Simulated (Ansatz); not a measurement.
```xyz
6

F     0.871   -1.375   -0.192
Ag    1.816    1.218    0.684
P    -0.068   -0.046   -0.026
F    -0.559   -0.216   -1.499
F    -1.027    1.271    0.134
F    -1.034   -0.853    0.900
```

Charge 0, multiplicity 1. Ag takes the def2 core potential. The bonds changed during the relaxation, so this is another structure than the one it started from.

(1) List the ωB97M-V/def2-TZVPP orbital energies in eV (the Gaussian-basis code of Ansatz). (Estimate.)

Results:

(1) The calculation gave: Occupied: -2109.96, -677.91, -677.91, -676.76, -676.76, -186.71, -135.42, -135.37, -135.31, -106.78, -68.42, -68.29, -68.25, -37.84, -36.61, -35.49, -35.07, -21.13, -17.94, -17.77, -17.46, -16.20, -15.42, -15.41, -14.96, -14.36, -13.91, -13.71, -13.59, -13.41, -13.32, -13.21, -13.11, -13.07, -9.62. Lowest empty: -1.50, 0.23, 0.74, 2.52, 3.17, 3.46, 5.74, 5.82.
